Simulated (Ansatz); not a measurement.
```yaml
crystal:
  periodic: [false, false, false]
  atoms:
    - {symbol: N, position_ang: [-1.666285, 1.175505, 0.049677]}
    - {symbol: Al, position_ang: [0.951656, -0.875540, -1.145690]}
    - {symbol: Al, position_ang: [0.901656, -0.925540, -1.445690]}
    - {symbol: O, position_ang: [1.584885, -1.048195, 0.165479]}
    - {symbol: Al, position_ang: [1.537419, -0.728518, 1.768758]}
    - {symbol: F, position_ang: [0.354587, 0.199507, 2.416826]}
    - {symbol: H, position_ang: [-1.243307, 1.004773, 0.924041]}
    - {symbol: H, position_ang: [-2.539217, 1.697475, 0.248796]}
    - {symbol: H, position_ang: [-2.125609, 0.931405, -2.777470]}
    - {symbol: H, position_ang: [1.743524, -1.683456, -2.533906]}
    - {symbol: H, position_ang: [2.593400, -1.309163, 2.799307]}
basis:
  gaussian: {orbitals: STO-3G, final_grid: {core_spheres: 20, valence_spheres: 16, degree: 47}, point_charges: [{charge: 2.00, position_ang: [5.346, 0.298, -0.410]}]}
magnetization: {spin_polarized: true, initial_magnetization: 2}
hamiltonian: {xc: {name: SPW92}}
scf: {lower_state_search: light}
output: {forces: true}
```

```sh
$ ansatz run in.yaml --threads 4 --pin off --events-out ev --progress --plain --max-ram 10444MiB
```

It prints (some lines left out):

```
Functional definition: SPW92
576 factors; integrals over basis functions are off by at most 4.7e-5 eV
mean field evaluation 1: about -23870.1731 eV, gradient 5.8e1 eV
mean field evaluation 2: about -23632.5852 eV, gradient 9.0e1 eV
mean field evaluation 4: about -23879.3601 eV, gradient 2.6e1 eV
mean field evaluation 8: about -23894.6485 eV, gradient 2.4e0 eV
mean field evaluation 16: about -23894.6556 eV, gradient 4.0e-3 eV
mean field -23894.65559260 eV, -878.1123966486 hartree, gradient 5.2e-5 eV, S^2 2.002107; 0 other end points of the search recorded, 0 dependent functions left out
reference -23894.65562171 eV, -878.1123977186 hartree; 35, 33 occupied and 12, 14 virtual orbitals, 576 factors
Total energy: -23894.65562171 eV, -878.1123977186 hartree
Atom 0 at    -1.666285     1.175505     0.049677 Å, force     0.118577    -0.428550    -6.097329 eV/Å
Atom 1 at     0.951656    -0.875540    -1.145690 Å, force  2160.958749  2145.260011 12932.223615 eV/Å
Atom 2 at     0.901656    -0.925540    -1.445690 Å, force -2158.863068 -2149.675431 -12945.428745 eV/Å
Atom 3 at     1.584885    -1.048195     0.165479 Å, force     2.388067     2.556464    13.107037 eV/Å
Atom 4 at     1.537419    -0.728518     1.768758 Å, force    -0.586928     0.072625     4.851362 eV/Å
Atom 5 at     0.354587     0.199507     2.416826 Å, force     0.264460    -0.196524    -0.802156 eV/Å
Atom 6 at    -1.243307     1.004773     0.924041 Å, force     1.775699    -0.659449     5.305482 eV/Å
Atom 7 at    -2.539217     1.697475     0.248796 Å, force    -1.617041     0.949293     0.972382 eV/Å
Atom 8 at    -2.125609     0.931405    -2.777470 Å, force     0.039781    -0.012393     0.069321 eV/Å
Atom 9 at     1.743524    -1.683456    -2.533906 Å, force    -3.793183     1.594690    -2.424555 eV/Å
Atom 10 at     2.593400    -1.309163     2.799307 Å, force    -0.660417     0.597437    -1.557065 eV/Å
Dipole moment:    -0.107622     0.088714     0.871194 e Å
```

In this input one atom was put on top of another. The run converged. The result belongs to that input, not to the molecule as meant.
